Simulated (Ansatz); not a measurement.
Reaction (formal exchange of groups at a B–C bond): `CB(C)CCl` + BH₃ → `BB(C)CCl` + CH₄

Computed with Ansatz on PBE0-D4/def2-TZVP structures; ΔE is electronic, products minus reactants. CCSD(T)/CBS is the MP2 limit (def2-TZVPP, def2-QZVPP) plus CCSD(T) − MP2 in def2-TZVPP, frozen cores. This one scheme is used for every species. Functionals use def2-TZVPP. One conformer a species, not always the lowest.

```csv
species,ωB97M-V energy (Eh)
`CB(C)CCl`,-604.15623
BH₃,-26.58382
`BB(C)CCl`,-590.24541
CH₄,-40.49280
```

Problem. Work out ΔE.

Solution. ΔE = (-590.24541) + (-40.49280) − (-604.15623) − (-26.58382) = 0.00184 Eh = +4.8 kJ/mol. CCSD(T)/CBS gives +5.8 kJ/mol.

Largest T1 diagnostic among the species: 0.011.

From PBE to PBE0 (25 % exact exchange), in def2-TZVPP and without D4, ΔE moves by +5.9 kJ/mol.
